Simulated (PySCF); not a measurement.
## What builds the third ionisation energy along the lanthanides

Calculated with PySCF 2.14 from differences of total energies of unrestricted determinants, without spin-orbit coupling. Each column adds one step, in eV (sums use unrounded values): valence MP2, valence CCSD, valence triples, then the next inner shell at CCSD(T) (La 4s 4p 4d, Ce 4s 4p 4d, Yb 4s 4p 4d). References (NIST) marked * lie between the lowest fine-structure levels; the others compare directly ((s) semi-empirical, (t) theoretical).

```tsv
element	UHF	+ MP2	+ CCSD	+ (T)	+ inner shell	sum	reference
La [Xe] 5d1 → [Xe] (cc-pVDZ-X2C, spin-free X2C)	18.203	0.513	0.081	0.029	-0.022	18.804	19.177 *
Ce [Xe] 4f2 → [Xe] 4f1 (cc-pVDZ-X2C, spin-free X2C)	18.030	0.970	0.021	0.070	-0.238	18.854	20.197 (s) *
Yb [Xe] 4f14 → [Xe] 4f13 (cc-pVDZ-X2C, spin-free X2C)	20.816	5.050	-1.793	0.248	-0.157	24.165	25.053 ± 0.025 (s) *
```

Double-zeta sets recover only part of the correlation energy.

What remains against the references is mostly basis incompleteness and, for starred values, spin-orbit coupling.

These are valence bases, so the inner-shell step is incomplete.
